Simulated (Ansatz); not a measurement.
InI3. Charge 0, multiplicity 1. Geometry relaxed at PBE0-D4/def2-SVP.

```xyz
4

In   -0.0001    0.0000    0.0000
I     0.0970   -2.6446   -0.2323
I    -1.6657    1.1205    1.7401
I     1.5689    1.5241   -1.5078
```

In the def2 sets I, In take a core potential; there is no spin–orbit coupling.

Question: Estimate the harmonic wavenumbers at RKS PBE0-D4/def2-SVP (Ansatz, unscaled). Is this a minimum?

Answer: 47, 47, 65, 149, 233, 233 cm⁻¹. Yes, no mode is imaginary beyond noise. Zero-point energy 4.6 kJ/mol. Hardware: 2 threads of AMD EPYC 7R13 on a shared host. Wall time 68 s.
